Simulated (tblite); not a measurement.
C3H3AlF3N.
Numbering: `[F:1][AlH2-:2][N+:3]#[C:4][CH:5]=[C:6]([F:7])[F:8]` (hydrogens: H9, H10 on Al2; H11 on C5)
Bond orders are those of one Lewis drawing.

Computed with GFN2-xTB (tblite), gas phase: L-BFGS steps from a force-field or distance-geometry start until the largest atomic force falls under 0.01 eV/Å.

Step 24: E = -712.6552 eV
```
atom  x, y, z in Å  |  force x, y, z in eV/Å
F1      2.9788    1.8769    0.4202    0.032  -0.028  -0.017
Al2     2.6754    0.5662   -0.5477   -0.020   0.006   0.013
N3      0.8659    0.1212    0.1636    0.024   0.018  -0.016
C4     -0.2141   -0.1390    0.4546    0.020   0.008  -0.010
C5     -1.5144   -0.4585    0.8344    0.001  -0.003   0.007
C6     -2.5326   -0.4417   -0.0309   -0.012  -0.010   0.006
F7     -2.4459   -0.1385   -1.3007   -0.023  -0.011  -0.006
F8     -3.7663   -0.7370    0.2962   -0.022  -0.004  -0.003
H9      2.3542    0.8694   -2.0251   -0.005   0.018   0.011
H10     3.2891   -0.7977   -0.1593    0.030   0.003   0.010
H11    -1.6847   -0.7186    1.8687   -0.024   0.003   0.004
```

Step 25: E = -712.6554 eV
```
atom  x, y, z in Å  |  force x, y, z in eV/Å
F1      2.9820    1.8773    0.4204    0.034  -0.021  -0.010
Al2     2.6774    0.5669   -0.5466   -0.030  -0.011   0.003
N3      0.8661    0.1219    0.1635    0.011   0.015  -0.015
C4     -0.2145   -0.1385    0.4525    0.002   0.002   0.005
C5     -1.5152   -0.4586    0.8339    0.012   0.002  -0.004
C6     -2.5343   -0.4423   -0.0310    0.002  -0.009   0.013
F7     -2.4471   -0.1396   -1.3012   -0.032  -0.016   0.012
F8     -3.7681   -0.7375    0.2970   -0.006   0.001  -0.011
H9      2.3528    0.8694   -2.0237   -0.003   0.019   0.014
H10     3.2906   -0.7983   -0.1599    0.028   0.010   0.011
H11    -1.6843   -0.7180    1.8691   -0.020   0.008  -0.016
```

Step 26: E = -712.6556 eV
```
atom  x, y, z in Å  |  force x, y, z in eV/Å
F1      2.9861    1.8773    0.4204    0.035  -0.012  -0.002
Al2     2.6789    0.5673   -0.5454   -0.031  -0.027  -0.008
N3      0.8662    0.1228    0.1629   -0.008   0.009  -0.011
C4     -0.2148   -0.1379    0.4505   -0.014  -0.003   0.018
C5     -1.5159   -0.4586    0.8334    0.019   0.007  -0.016
C6     -2.5360   -0.4432   -0.0308    0.015  -0.006   0.014
F7     -2.4488   -0.1410   -1.3016   -0.036  -0.020   0.025
F8     -3.7702   -0.7380    0.2974    0.013   0.004  -0.013
H9      2.3515    0.8699   -2.0220   -0.002   0.020   0.015
H10     3.2929   -0.7986   -0.1603    0.024   0.017   0.011
H11    -1.6845   -0.7173    1.8695   -0.014   0.012  -0.033
```

Step 27: E = -712.6560 eV
```
atom  x, y, z in Å  |  force x, y, z in eV/Å
F1      2.9931    1.8767    0.4203    0.034  -0.003   0.008
Al2     2.6806    0.5675   -0.5437   -0.026  -0.042  -0.018
N3      0.8667    0.1246    0.1622   -0.035   0.000  -0.005
C4     -0.2150   -0.1369    0.4474   -0.030  -0.008   0.034
C5     -1.5165   -0.4585    0.8321    0.021   0.013  -0.027
C6     -2.5385   -0.4447   -0.0304    0.026  -0.001   0.008
F7     -2.4526   -0.1438   -1.3018   -0.035  -0.022   0.031
F8     -3.7730   -0.7388    0.2985    0.035   0.005  -0.008
H9      2.3488    0.8713   -2.0190   -0.001   0.019   0.012
H10     3.2968   -0.7989   -0.1605    0.015   0.025   0.010
H11    -1.6850   -0.7158    1.8690   -0.003   0.015  -0.045
```

**Question.** Estimate the geometry and energy of step 28. (The exact step hangs on the optimiser's Hessian estimate; all steps are aligned on step 27, rigid shifts and turns removed.)

**Answer.** E = -712.6565 eV, largest force 0.064 eV/Å
```
atom  x, y, z in Å  |  force x, y, z in eV/Å
F1      3.0040    1.8752    0.4205    0.031   0.001   0.016
Al2     2.6827    0.5670   -0.5413   -0.015  -0.046  -0.021
N3      0.8675    0.1274    0.1618   -0.058  -0.010   0.000
C4     -0.2153   -0.1353    0.4428   -0.039  -0.012   0.049
C5     -1.5167   -0.4580    0.8291    0.013   0.016  -0.032
C6     -2.5418   -0.4470   -0.0300    0.030   0.007  -0.007
F7     -2.4599   -0.1486   -1.3022   -0.028  -0.020   0.020
F8     -3.7761   -0.7401    0.3010    0.052   0.003   0.007
H9      2.3440    0.8740   -2.0140   -0.002   0.015   0.006
H10     3.3026   -0.7991   -0.1602    0.004   0.030   0.006
H11    -1.6855   -0.7128    1.8666    0.011   0.016  -0.044
```

The energy changes by -0.0005 eV. The first-order estimate −F·Δx gives -0.0007 eV and the mean of the old and new forces, exact on a quadratic surface, -0.0005 eV. The step makes an angle of 75° with the force vector and moves no atom by more than 0.011 Å.

What follows is the cost of the whole relaxation. The run took 1.0 s on one thread of an Arm Neoverse V1, shared host with 32 logical CPUs at a one-minute load of 7.9.
